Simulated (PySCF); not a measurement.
C2H6FIn, SMILES [CH3][In]([F])[CH3]. Coordinates come from a r2SCAN-D4/def2-SVP optimisation. The structure was generated by enumeration; whether it is a known compound was not checked. The def2 effective core potentials stand for the cores of In; spin–orbit coupling is left out.

### Question
Give the equilibrium geometry at r2SCAN-D4/def2-SVP (PySCF confirms it by a frequency run) as bond lengths and angles, and its point group. (An estimate is asked for; the answer gives what the named calculation found.)

### Answer
point group C2.
Atoms: In1 F2 C3 H4 H5 H6 C7 H8 H9 H10. Bond lengths (Å): In1–F2 1.988, In1–C3 2.150, In1–C7 2.150, C3–H4 1.099, C3–H5 1.100, C3–H6 1.100, C7–H8 1.099, C7–H9 1.100, C7–H10 1.100. Angles (°): F2–In1–C3 108.6, F2–In1–C7 108.6, C3–In1–C7 142.9, In1–C3–H4 112.3, In1–C3–H5 108.4, In1–C3–H6 108.4, H4–C3–H5 109.6, H4–C3–H6 109.6, H5–C3–H6 108.5, In1–C7–H8 112.3, In1–C7–H9 108.4, In1–C7–H10 108.4, H8–C7–H9 109.6, H8–C7–H10 109.6, H9–C7–H10 108.5.
